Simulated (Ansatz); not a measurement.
Start from `N=[C](O)[GeH3]` and change one atom or group to get `B[SiH2]C(=N)O`.

Ansatz, PBE0-D4/def2-TZVP geometries, multiplicity 1. Each molecule was computed in one conformer, which needn't be the lowest.

Scalar relativity is left out up to krypton.

```tsv
property	`N=[C](O)[GeH3]`
LUMO energy (ωB97M-V/def2-TZVPP) / eV	2.00
HOMO–LUMO gap (B3LYP/def2-TZVPP) / eV	7.14
HOMO energy (ωB97M-V/def2-TZVPP) / eV	-10.06
HOMO energy (PBE0/def2-TZVPP) / eV	-7.76
HOMO–LUMO gap (ωB97M-V/def2-TZVPP) / eV	12.06
HOMO–LUMO gap (PBE0/def2-TZVPP) / eV	7.61
```

What does the change do to each property? (Best estimate.)

Ansatz gave: 
| property | `B[SiH2]C(=N)O` | shift |
| --- | --- | --- |
| LUMO energy (ωB97M-V/def2-TZVPP) / eV | -0.50 | -2.50 |
| HOMO–LUMO gap (B3LYP/def2-TZVPP) / eV | 4.95 | -2.19 |
| HOMO energy (ωB97M-V/def2-TZVPP) / eV | -10.16 | -0.10 |
| HOMO energy (PBE0/def2-TZVPP) / eV | -7.86 | -0.10 |
| HOMO–LUMO gap (ωB97M-V/def2-TZVPP) / eV | 9.66 | -2.40 |
| HOMO–LUMO gap (PBE0/def2-TZVPP) / eV | 5.39 | -2.22 |

With PBE0 the HOMO falls by 0.10 eV and the LUMO falls by 2.32 eV, so the gap narrows by about 2.22 eV. PBE moves the HOMO by -0.03 eV and ωB97M-V by -0.10 eV.

B3LYP here is the variant with VWN-RPA as its local correlation; programs differ in this.
